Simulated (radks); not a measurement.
Numerical settings for neutral terbium, [Xe] 4f9 6s2. Method: scalar-relativistic Kohn-Sham, BLYP, spin-polarised, spherical densities, finite nucleus; open shells are filled with parallel spins first (spin-orbit coupling, left out, can overturn this in heavy ions); Fermi nuclear charge, rms radius 5.06 fm; computed with a radial shooting solver on a logarithmic mesh with Libxc functionals. The defaults (mesh step 0.008 in ln r, mesh end at 40 bohr or more with all orbitals vanishing there, Anderson mixing 0.5 over 9 steps, residual threshold near 1e-9 with the energy settled to 1e-9 hartree or 1e-11 of itself, here a cap of 83 iterations) give E = -11709.0103 hartree and 4f at -0.703 eV in 24 iterations. Times are rough (one thread of a shared host). Changes against that run (0 stands for a change within the tolerance of the run):

setting                    iterations         converged  E (mhartree)  e(4f) (meV)  CPU (s)
mesh step in ln r 0.08              5                no      diverged            -     0.07
mesh step in ln r 0.05             24               yes       +0.0741      -0.0327     0.16
mesh step in ln r 0.02             24               yes     +0.000507            0     0.32
mesh end (bohr) 12                 17               yes        +0.449        +43.1     0.48
mesh end (bohr) 3                  15  level above zero     +3.56e+03    +2.04e+04      0.4
residual threshold 1e-16           83                no             0            0      1.1
residual threshold 0.01            19               yes             0       +0.619     0.49
mixing 1.5                          7                no      diverged            -     0.27
linear mixing, mixing 0.5          83                no     +2.65e+03    -3.73e+04        3
linear mixing, mixing 0.8          83                no     +4.02e+04    -2.83e+05      5.8
mixing history 20                  34               yes             0            0      1.1
iteration cap 3                     3                no         +19.5     -1.5e+03      0.1

Settled on a wrong energy, with an occupied level pushed above zero by the early mesh end: mesh end (bohr) 3 (+3.56 hartree). Apart from these: no run marked as converged misses the energy by more than 1 mhartree. A mesh that ends early acts as a hard wall.
